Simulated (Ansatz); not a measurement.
Reaction (ligand exchange at the Sn–I bond): `[CH3][Sn]([CH3])([CH3])[I]` + HBr → `[CH3][Sn]([CH3])([CH3])[Br]` + HI

Isolated molecules relaxed with PBE0-D4/def2-TZVP in Ansatz; ΔE leaves out vibrations. CCSD(T)/CBS adds triple-zeta CCSD(T) − MP2 to the extrapolated MP2 energy (def2 sets, frozen cores). DFT in def2-TZVPP. B3LYP here is the variant with VWN-RPA as its local correlation; programs differ in this. def2 core potentials past Kr. For Br, I, Sn outer-core shells are correlated without core-valence functions, which leaves a few kJ/mol of doubt a bond. Scalar relativity is left out up to krypton.

```csv
level,ΔE (kJ/mol),difference from CCSD(T)/CBS
revPBE-D4,5.1,-3.0
B97M-V,-1.5,-9.6
B3LYP-D4,4.5,-3.6
BLYP,1.3,-6.8
r2SCAN,4.2,-3.9
r2SCANh,4.6,-3.5
LC-ωPBE,3.1,-5.0
HF/def2-TZVPP,0.8,-7.3
CCSD/def2-TZVPP,3.0,-5.1
SCS-MP2/def2-QZVPP,8.9,0.8
CCSD(T)/CBS,8.1,0
```

Largest T1 diagnostic among the species: 0.009.

Leaving LDA and LC-ωPBE aside and taking each functional with its dispersion term where it has one, the values, not all of them listed here, spread over 8.5 kJ/mol, from B97M-V to PBE-QIDH. In def2-TZVPP, CCSD(T) changes the Hartree–Fock value by +3.2 kJ/mol (the triples alone add +1.0 kJ/mol) and MP2 by +8.9 kJ/mol.
